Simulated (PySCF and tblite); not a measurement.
Computed ¹H and ¹³C shifts (ppm) of 4 molecules with 5 carbons each, averaged over conformers at 298.15 K: GIAO PBE0/pcSseg-1 on PBE0-D3(BJ)/def2-SVP geometries, unscaled, against TMS (¹H), TMS (¹³C) at the same level; H on other atoms than carbon is left out (PySCF, tblite).

P. ¹H: 4.21 (1H), 3.97 (2H), 3.48 (2H), 1.91 (1H), 1.19 (3H), 0.74 (1H) ¹³C: 99.7 (1C), 67.5 (2C), 27.9 (1C), 22.9 (1C)
Q. ¹H: 4.85 (1H), 4.38 (1H), 3.84 (2H), 3.00 (2H), 1.57 (1H), 0.69 (3H) ¹³C: 94.9 (1C), 74.2 (2C), 30.9 (1C), 14.5 (1C)
R. ¹H: 2.46 (2H), 2.37 (2H), 2.12 (2H), 1.46 (1H), 1.34 (2H), 1.20 (1H) ¹³C: 52.7 (2C), 27.3 (1C), 18.3 (2C)
S. ¹H: 4.72 (2H), 1.35 (2H), 1.33 (6H) ¹³C: 86.0 (2C), 46.9 (1C), 23.2 (2C)

The molecules:
1. C₅H₁₀F₂, SMILES C[C@H](F)C[C@H](C)F
2. C5H10O2, SMILES CC1COCOC1
3. C5H10O2, SMILES CC1OCCCO1
4. C5H10OS, SMILES O=S1CCCCC1

Q: Which spectrum belongs to which molecule?

A: P is 3; Q is 2; R is 4; S is 1.

Assigned:
1. [CH3:1][C@H:2]([F:3])[CH2:4][C@H:5]([CH3:6])[F:7]: ¹³C: 86.0 (C2/C5), 46.9 (C4), 23.2 (C1/C6) ppm.
2. [CH3:1][CH:2]1[CH2:3][O:4][CH2:5][O:6][CH2:7]1: ¹³C: 94.9 (C5), 74.2 (C3/C7), 30.9 (C2), 14.5 (C1) ppm.
3. [CH3:1][CH:2]1[O:3][CH2:4][CH2:5][CH2:6][O:7]1: ¹³C: 99.7 (C2), 67.5 (C4/C6), 27.9 (C5), 22.9 (C1) ppm.
4. [O:1]=[S:2]1[CH2:3][CH2:4][CH2:5][CH2:6][CH2:7]1: ¹³C: 52.7 (C3/C7), 27.3 (C5), 18.3 (C4/C6) ppm.

Unscaled shifts at such levels can be off by 15 ppm or more for ¹³C and 0.8 ppm for ¹H.

For scale, the study of C[C@H](F)C[C@H](C)F took 6.1 min on 1 thread of Arm Neoverse V1, shared host (rough), launched as `OMP_NUM_THREADS=1 python ens_run.py task.json out`.
